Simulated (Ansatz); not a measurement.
Isolated molecules relaxed with PBE0-D4/def2-TZVP in Ansatz; ΔE leaves out vibrations. CCSD(T)/CBS adds triple-zeta CCSD(T) − MP2 to the extrapolated MP2 energy (def2 sets, frozen cores). This one scheme is used for every species. DFT in def2-TZVPP. For Ge outer-core shells are correlated without core-valence functions, which leaves a few kJ/mol of doubt a bond. Scalar relativity is left out up to krypton. One conformer a species, not always the lowest.

`F[SiH2][GeH3]` + `[SiH3]N[SiH3]` → `F[SiH2]N([SiH3])[SiH3]` + GeH₄  (cleavage of the Si–Ge bond)

CCSD(T)/CBS gives -74.2 kJ/mol.

Another level gave -76.1 kJ/mol. Which?
A. LDA (SPW92)/def2-TZVPP
B. CAM-B3LYP/def2-TZVPP
C. HF/def2-TZVPP
D. PBE-D4/def2-TZVPP

C. HF/def2-TZVPP -76.1, PBE-D4 -58.9, CAM-B3LYP -68.4, LDA (SPW92) -64.3 kJ/mol.

Largest T1 diagnostic among the species: 0.012.

From BLYP to BHLYP (50 % exact exchange), in def2-TZVPP and without D4, ΔE moves by −15.1 kJ/mol. Leaving LDA and LC-ωPBE aside and taking each functional with its dispersion term where it has one, the values, not all of them listed here, spread over 19.5 kJ/mol, from BHLYP-D4 to PBE-D4. LDA lies −12.0 kJ/mol from PBE without D4.
